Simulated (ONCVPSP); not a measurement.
**PBE ONCV dataset for Fe, fully relativistic all-electron reference.**

Input for ONCVPSP 4.0.1:

```
# ATOM AND REFERENCE CONFIGURATION
# atsym  z   nc   nv     iexc    psfile
  Fe 26.00    3    5        4      upf
#
#   n    l    f
    1    0    2.00
    2    0    2.00
    2    1    6.00
    3    0    2.00
    3    1    6.00
    3    2    6.00
    4    0    1.75
    4    1    0.25
#
# PSEUDOPOTENTIAL AND OPTIMIZATION
# lmax
    2
#
#   l,   rc,      ep,       ncon, nbas, qcut
    0    1.20    0.00    4    8    8.20
    1    1.65    0.00    4    9    9.10
    2    0.95    0.00    3    8   17.70
#
# LOCAL POTENTIAL
# lloc, lpopt,  rc(5),   dvloc0
    4    5    0.75    6.00
#
# VANDERBILT-KLEINMAN-BYLANDER PROJECTORs
# l, nproj, debl
    0    2    4.00
    1    2    1.00
    2    3    2.90
#
# MODEL CORE CHARGE
# icmod, fcfact, rcfact
    0    0.00    0.00
#
# LOG DERIVATIVE ANALYSIS
# epsh1, epsh2, depsh
   -5.00    5.00    0.04
#
# OUTPUT GRID
# rlmax, drl
    6.00    0.01
#
# TEST CONFIGURATIONS
# ncnf
    4
# nvcnf
#   n    l    f
    5
    3    0    2.00
    3    1    6.00
    3    2    6.00
    4    0    2.00
    4    1    0.00
#
    5
    3    0    2.00
    3    1    6.00
    3    2    6.00
    4    0    1.00
    4    1    0.00
#
    5
    3    0    2.00
    3    1    6.00
    3    2    6.00
    4    0    0.00
    4    1    0.00
#
    5
    3    0    2.00
    3    1    6.00
    3    2    7.00
    4    0    0.00
    4    1    0.00
#
```

Command:

```bash
oncvpspr.x < Fe.dat > Fe.out
```

The program printed (shortened: citation, most of the input echo, consistency checks and plot data are left out):

```
ONCVPSP  (Optimized Norm-Conservinng Vanderbilt PSeudopotential)
relativistic version 4.0.1

#   n    l    f        energy (Ha)
    1    0    2.00    -2.5716727D+02
    2    0    2.00    -3.0132014D+01
    2    1    6.00    -2.5524147D+01    -2.5982819D+01
    3    0    2.00    -3.4714408D+00
    3    1    6.00    -2.2045351D+00    -2.2611900D+00
    3    2    6.00    -2.9023397D-01    -2.9583344D-01
    4    0    1.75    -2.0533076D-01
    4    1    0.25    -5.6530430D-02    -5.8191507D-02

Reference configufation results
  iterations    33
  all-electron total energy (Ha)   -1.27243881D+03

Begin loop to  construct optimized pseudo wave functions
and semi-local pseudopoentials for all angular momenta

Calculating optimized projector #   1

 for l=   0

    Fraction of norm inside rc  0.894494
    Optimizing pswf for qcut=   8.19 a_B^-1,  ecut=  33.54 Ha
    Residual kinetic energy error=  2.30D-04 Ha

    Energy error per electron        Cutoff
         Ha          eV             Ha
         0.01000     0.27211       21.17
         0.00100     0.02721       29.01
         0.00010     0.00272       62.86
         0.00001     0.00027      124.06

Calculating optimized projector #   2

 for l=   0

    Fraction of norm inside rc  0.031714
    Optimizing pswf for qcut=   8.19 a_B^-1,  ecut=  33.54 Ha
    Residual kinetic energy error=  7.28D-05 Ha

    Energy error per electron        Cutoff
         Ha          eV             Ha
         0.01000     0.27211        7.54
         0.00100     0.02721       24.53
         0.00010     0.00272       32.46
         0.00001     0.00027       74.69

Calculating optimized projector #   1

 for l=   1

    Fraction of norm inside rc  0.969243
    Optimizing pswf for qcut=   9.11 a_B^-1,  ecut=  41.52 Ha
    Residual kinetic energy error=  2.10D-07 Ha

    Energy error per electron        Cutoff
         Ha          eV             Ha
         0.01000     0.27211       22.50
         0.00100     0.02721       28.19
         0.00010     0.00272       32.69
         0.00001     0.00027       36.42

Calculating optimized projector #   2

 for l=   1

    Fraction of norm inside rc  0.025774
    Optimizing pswf for qcut=   9.11 a_B^-1,  ecut=  41.52 Ha
    Residual kinetic energy error=  3.65D-08 Ha

    Energy error per electron        Cutoff
         Ha          eV             Ha
         0.01000     0.27211       13.75
         0.00100     0.02721       21.29
         0.00010     0.00272       27.50
         0.00001     0.00027       32.69

Calculating optimized projector #   1

 for l=   1

    Fraction of norm inside rc  0.971349
    Optimizing pswf for qcut=   9.11 a_B^-1,  ecut=  41.52 Ha
    Residual kinetic energy error=  2.33D-07 Ha

    Energy error per electron        Cutoff
         Ha          eV             Ha
         0.01000     0.27211       22.71
         0.00100     0.02721       28.36
         0.00010     0.00272       32.84
         0.00001     0.00027       36.54

Calculating optimized projector #   2

 for l=   1

    Fraction of norm inside rc  0.027135
    Optimizing pswf for qcut=   9.11 a_B^-1,  ecut=  41.52 Ha
    Residual kinetic energy error=  4.46D-08 Ha

    Energy error per electron        Cutoff
         Ha          eV             Ha
         0.01000     0.27211       14.06
         0.00100     0.02721       21.60
         0.00010     0.00272       27.87
         0.00001     0.00027       32.95

   Wellstate for l =  2  n =  5 kap= -3
     eigenvalue =   2.6098
     asymptotic potential =   3.1098
     half-point radius =  3.0326

   Wellstate for l =  2  n =  6 kap= -3
     eigenvalue =   5.5098
     asymptotic potential =   6.0098
     half-point radius =  2.7685

Calculating optimized projector #   1

 for l=   2

    Fraction of norm inside rc  0.481678
    Optimizing pswf for qcut=  17.69 a_B^-1,  ecut= 156.50 Ha
    Residual kinetic energy error=  2.19D-07 Ha

    Energy error per electron        Cutoff
         Ha          eV             Ha
         0.01000     0.27211       83.58
         0.00100     0.02721      103.76
         0.00010     0.00272      120.71
         0.00001     0.00027      133.32

Calculating optimized projector #   2

 for l=   2

    Fraction of norm inside rc  0.064367
    Optimizing pswf for qcut=  17.69 a_B^-1,  ecut= 156.50 Ha
    Residual kinetic energy error=  6.27D-08 Ha

    Energy error per electron        Cutoff
         Ha          eV             Ha
         0.01000     0.27211       75.95
         0.00100     0.02721       99.11
         0.00010     0.00272      117.96
         0.00001     0.00027      132.74

Calculating optimized projector #   3

 for l=   2

    Fraction of norm inside rc  0.043375
    Optimizing pswf for qcut=  17.69 a_B^-1,  ecut= 156.50 Ha
    Residual kinetic energy error=  2.50D-07 Ha

    Energy error per electron        Cutoff
         Ha          eV             Ha
         0.01000     0.27211       81.76
         0.00100     0.02721      105.87
         0.00010     0.00272      124.38
         0.00001     0.00027      138.58

   Wellstate for l =  2  n =  5 kap=  2
     eigenvalue =   2.6042

   Wellstate for l =  2  n =  6 kap=  2
     eigenvalue =   5.5083

Calculating optimized projector #   1

 for l=   2

    Fraction of norm inside rc  0.485364
    Optimizing pswf for qcut=  17.69 a_B^-1,  ecut= 156.50 Ha
    Residual kinetic energy error=  2.07D-07 Ha

    Energy error per electron        Cutoff
         Ha          eV             Ha
         0.01000     0.27211       83.96
         0.00100     0.02721      104.16
         0.00010     0.00272      121.05
         0.00001     0.00027      133.76

Calculating optimized projector #   2

 for l=   2

    Fraction of norm inside rc  0.064238
    Optimizing pswf for qcut=  17.69 a_B^-1,  ecut= 156.50 Ha
    Residual kinetic energy error=  6.63D-08 Ha

    Energy error per electron        Cutoff
         Ha          eV             Ha
         0.01000     0.27211       76.20
         0.00100     0.02721       99.35
         0.00010     0.00272      118.21
         0.00001     0.00027      132.97

Calculating optimized projector #   3

 for l=   2

    Fraction of norm inside rc  0.043410
    Optimizing pswf for qcut=  17.69 a_B^-1,  ecut= 156.50 Ha
    Residual kinetic energy error=  2.58D-07 Ha

    Energy error per electron        Cutoff
         Ha          eV             Ha
         0.01000     0.27211       82.00
         0.00100     0.02721      106.06
         0.00010     0.00272      124.55
         0.00001     0.00027      138.72

Construct Vanderbilt / Kleinmman-Bylander projectors

B matrix Hermiticity error, ll=  0  kap= -1
   1   2    3.1146D-04

  Orthonormal projector coefficients  1.4354E+01  2.6339E+00

B matrix Hermiticity error, ll=  1  kap= -2
   1   2    1.1158D-04

  Orthonormal projector coefficients  4.1662E+00 -1.2900E+00

B matrix Hermiticity error, ll=  1  kap=  1
   1   2    1.1677D-04

  Orthonormal projector coefficients  4.3208E+00 -1.0663E+00

B matrix Hermiticity error, ll=  2  kap= -3
   1   2   -2.9408D-04
   1   3    4.9812D-04
   2   3    1.3179D-04

  Orthonormal projector coefficients -2.1266E+01 -7.9362E+00 -9.2154E-01

B matrix Hermiticity error, ll=  2  kap=  2
   1   2   -2.9586D-04
   1   3    5.0065D-04
   2   3    1.3192D-04

  Orthonormal projector coefficients -2.1329E+01 -7.9513E+00 -9.2442E-01

 Orthonormal scalar projector coefficients, l =  1
  4.2133E+00 -1.2103E+00 -7.9217E-04  1.8117E-04

 Orthonormal spin-orbit projector coefficients, l =  1
 -3.5457E-01  8.6891E-02  2.0231E-02 -4.6964E-03

 Orthonormal scalar projector coefficients, l =  2
 -2.1291E+01 -7.9423E+00 -9.2267E-01 -4.6228E-05 -2.2104E-07 -3.6682E-08

 Orthonormal spin-orbit projector coefficients, l =  2
  3.1145E-02 -1.3901E-02  1.2768E-02  2.3791E-03 -8.5495E-05 -1.5411E-05

Pseudoatom total energy -123.157654

Diagnostic tests using Vanderbilt-Kleinman-Bylander pseudopotentials
  relativistic with J = L +/- 1/2 projectors

   l  kap   rcore       rmatch      e in        delta e    norm test   slope test

   0  -1   1.2019020   1.2383944  -3.4714408  -0.0000015   1.0001762   1.0001765
   0  -1   1.2019020   1.2383944  -0.2053308   0.0000067   1.0000631   1.0000542

   1  -2   1.6502967   1.7004033  -2.2045351  -0.0000066   1.0001692   1.0001625
   1   1   1.6502967   1.7004033  -2.2611900  -0.0000046   1.0001727   1.0001601
   1  -2   1.6502967   1.7004033  -0.0565304   0.0000007   1.0000177   1.0000177
   1   1   1.6502967   1.7004033  -0.0581915   0.0000034   1.0000454   1.0000439

   2  -3   0.9518046   0.9807035  -0.2902340  -0.0000616   1.0000966   1.0000792
   2   2   0.9518046   0.9807035  -0.2958334   0.0000392   1.0001276   0.9999118
   2  -3   0.9518046   0.9807035   2.6097660  -0.0000364   1.0003665   1.0003665
   2   2   0.9518046   0.9807035   2.6083432  -0.0000344   1.0003686   1.0003686
   2  -3   0.9518046   0.9807035   5.5097660   0.0000913   1.0004823   1.0004823
   2   2   0.9518046   0.9807035   5.5083329   0.0001073   1.0004780   1.0004780

Diagnostic tests using Vanderbilt-Kleinman-Bylander pseudopotentials
  relativistic with scalar and spin-orbit non-local projectors

   l  kap   rcore       rmatch      e in        delta e    norm test   slope test

   0  -1   1.2019020   1.2383944  -3.4714408  -0.0000015   1.0001762   1.0001765
   0  -1   1.2019020   1.2383944  -0.2053308   0.0000067   1.0000631   1.0000542

   1  -2   1.6502967   1.7004033  -2.2045351   0.0004902   1.0000392   1.0001756
   1   1   1.6502967   1.7004033  -2.2611900   0.0004925   1.0000463   1.0001725
   1  -2   1.6502967   1.7004033  -0.0565304   0.0000038   1.0000848   1.0000196
   1   1   1.6502967   1.7004033  -0.0581915   0.0000061   1.0001030   1.0000447

   2  -3   0.9518046   0.9807035  -0.2902340  -0.0000608   1.0000969   1.0000816
   2   2   0.9518046   0.9807035  -0.2958334   0.0000387   1.0001275   0.9999104
   2  -3   0.9518046   0.9807035   2.6097660  -0.0000361   1.0003667   1.0003667
   2   2   0.9518046   0.9807035   2.6083432  -0.0000347   1.0003684   1.0003684
   2  -3   0.9518046   0.9807035   5.5097660   0.0000915   1.0004821   1.0004821
   2   2   0.9518046   0.9807035   5.5083329   0.0001073   1.0004780   1.0004780

Ghost test for J = L + 1/2

 Testing for bound ghosts
   n   l    E NL Schr. Eq   E Basis Diag.   E Cutoff

   1   0       -3.471442       -3.471428    182.38
   2   0       -0.205324        0.025974    182.38

   2   1       -2.204542       -2.204526    145.89
   3   1       -0.056530        0.062985    145.89

   3   2       -0.290296       -0.250698    488.46

 Testing for highly-localized positive-energy ghosts
       l    <radius>/rc     E Basis Diag.   E Cutoff

Ghost test for J = L - 1/2

 Testing for bound ghosts
   n   l    E NL Schr. Eq   E Basis Diag.   E Cutoff

   1   0       -3.471442       -3.471428    182.38
   2   0       -0.205324        0.025974    182.38

   2   1       -2.261195       -2.261179    145.89
   3   1       -0.058188        0.058208    145.89

   3   2       -0.295794       -0.256982    488.46

 Testing for highly-localized positive-energy ghosts
       l    <radius>/rc     E Basis Diag.   E Cutoff

Test configuration 0

   n   l kap    f        eae           eps        diff
   1   0  -1  2.0000 -257.16726993
   2   0  -1  2.0000  -30.13201363
   2   1  -2  4.0000  -25.52414723
   2   1   1  2.0000  -25.98281893
   3   0  -1  2.0000   -3.47144078   -3.47144229   -1.51E-06
   3   1  -2  4.0000   -2.20453512   -2.20454175   -6.63E-06
   3   1   1  2.0000   -2.26119004   -2.26119464   -4.59E-06
   3   2  -3  3.6000   -0.29023397   -0.29029557   -6.16E-05
   3   2   2  2.4000   -0.29583344   -0.29579425    3.92E-05
   4   0  -1  1.7500   -0.20533076   -0.20532407    6.69E-06
   4   1  -2  0.1667   -0.05653043   -0.05652972    7.09E-07
   4   1   1  0.0833   -0.05819151   -0.05818814    3.37E-06

    Total energies and differences
      AE_ref= -1.27243881E+03  AE_tst= -1.27243881E+03  dif=  0.00E+00
      PS_ref= -1.23157654E+02  PS_tst= -1.23157654E+02  dif= -1.49E-12
      PSP excitation error=  1.49E-12

Test configuration 1

   n   l kap    f        eae           eps        diff
   1   0  -1  2.0000 -257.15001016
   2   0  -1  2.0000  -30.11567543
   2   1  -2  4.0000  -25.50775347
   2   1   1  2.0000  -25.96641888
   3   0  -1  2.0000   -3.45429830   -3.45435026   -5.20E-05
   3   1  -2  4.0000   -2.18733480   -2.18733106    3.74E-06
   3   1   1  2.0000   -2.24400391   -2.24399337    1.05E-05
   3   2  -3  3.6000   -0.27358083   -0.27362657   -4.57E-05
   3   2   2  2.4000   -0.27916795   -0.27911231    5.56E-05
   4   0  -1  2.0000   -0.19446407   -0.19446199    2.09E-06
   4   1  -2  0.0000   -0.04818164   -0.04818164    0.00E+00
   4   1   1  0.0000   -0.04977629   -0.04977629    0.00E+00

    Total energies and differences
      AE_ref= -1.27243881E+03  AE_tst= -1.27247554E+03  dif= -3.67E-02
      PS_ref= -1.23157654E+02  PS_tst= -1.23194384E+02  dif= -3.67E-02
      PSP excitation error= -7.75E-07

Test configuration 2

   n   l kap    f        eae           eps        diff
   1   0  -1  2.0000 -257.46580213
   2   0  -1  2.0000  -30.42438674
   2   1  -2  4.0000  -25.81703666
   2   1   1  2.0000  -26.27575881
   3   0  -1  2.0000   -3.76760166   -3.76730465    2.97E-04
   3   1  -2  4.0000   -2.50116925   -2.50116623    3.02E-06
   3   1   1  2.0000   -2.55773237   -2.55774593   -1.36E-05
   3   2  -3  3.6000   -0.58410111   -0.58422104   -1.20E-04
   3   2   2  2.4000   -0.58977319   -0.58979353   -2.03E-05
   4   0  -1  1.0000   -0.45303649   -0.45299685    3.96E-05
   4   1  -2  0.0000   -0.26869841   -0.26869841    0.00E+00
   4   1   1  0.0000   -0.27167758   -0.27167758    0.00E+00

    Total energies and differences
      AE_ref= -1.27243881E+03  AE_tst= -1.27215474E+03  dif=  2.84E-01
      PS_ref= -1.23157654E+02  PS_tst= -1.22873600E+02  dif=  2.84E-01
      PSP excitation error=  1.69E-05

Test configuration 3

psatom_r: WARNING lschvkbb convergence error n,l,kap,iter=   3   1  -2

ea(ii),et,emin,emax -6.090712E-02 -6.699784E-02 -6.699784E-02 -6.699784E-02
run_config_r: WARNING for fully non-local PS atom,
 WARNING no output for configuration 4

Test configuration 4

   n   l kap    f        eae           eps        diff
   1   0  -1  2.0000 -257.27051663
   2   0  -1  2.0000  -30.20460419
   2   1  -2  4.0000  -25.59950989
   2   1   1  2.0000  -26.05844675
   3   0  -1  2.0000   -3.57012161   -3.56832225    1.80E-03
   3   1  -2  4.0000   -2.30994733   -2.30977674    1.71E-04
   3   1   1  2.0000   -2.36554328   -2.36547419    6.91E-05
   3   2  -3  4.2000   -0.42027635   -0.42032890   -5.25E-05
   3   2   2  2.8000   -0.42537300   -0.42533796    3.50E-05
   4   0  -1  0.0000   -0.39596418   -0.39596418    0.00E+00
   4   1  -2  0.0000   -0.22944865   -0.22944865    0.00E+00
   4   1   1  0.0000   -0.23186911   -0.23186911    0.00E+00

    Total energies and differences
      AE_ref= -1.27243881E+03  AE_tst= -1.27223165E+03  dif=  2.07E-01
      PS_ref= -1.23157654E+02  PS_tst= -1.22950706E+02  dif=  2.07E-01
      PSP excitation error=  2.08E-04
```

The run took about 18 s on one core of a shared server CPU.
